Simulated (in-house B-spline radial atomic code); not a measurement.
A fraction x of an electron is moved 3d → 4d in Kr, starting from [Ar] 3d10 4s2 4p6 and keeping the highest spin. Method: scalar-relativistic (X2C) TPSSh, spin-polarised, spherical fractional occupations, Fermi nucleus of rms radius 4.1884 fm. Calculated with a B-spline radial code for spherical atoms.

Caution: exact exchange at fractional occupations of open shells leaves self-interaction of up to several eV.

```csv
x,E(x) - E(0) (eV),3d down level (eV),4d up level (eV)
0,0.0000,-83.513,-
0.25,21.5129,-88.878,-0.261
0.375,?,?,?
0.5,44.2930,-94.002,-0.420
0.625,?,?,?
0.75,68.2815,-98.812,-0.554
0.875,80.7014,-101.044,-0.604
1,93.3873,-103.166,-0.647
```

**Question.** What belongs in the row x = 0.375?

**Answer.** An energy change of 32.7476 eV; 3d down at -91.459 eV, 4d up at -0.342 eV.

**Question.** What belongs in the row x = 0.625?

**Answer.** An energy change of 56.1410 eV; 3d down at -96.468 eV, 4d up at -0.494 eV.

**Question.** Check Janak's theorem between x = 0.75 and 0.875.

**Answer.** The slope of the energy is 99.36 eV; the orbital levels give 99.35 eV (ε of the receiving orbital less ε of the emptying one, averaged over the two points).
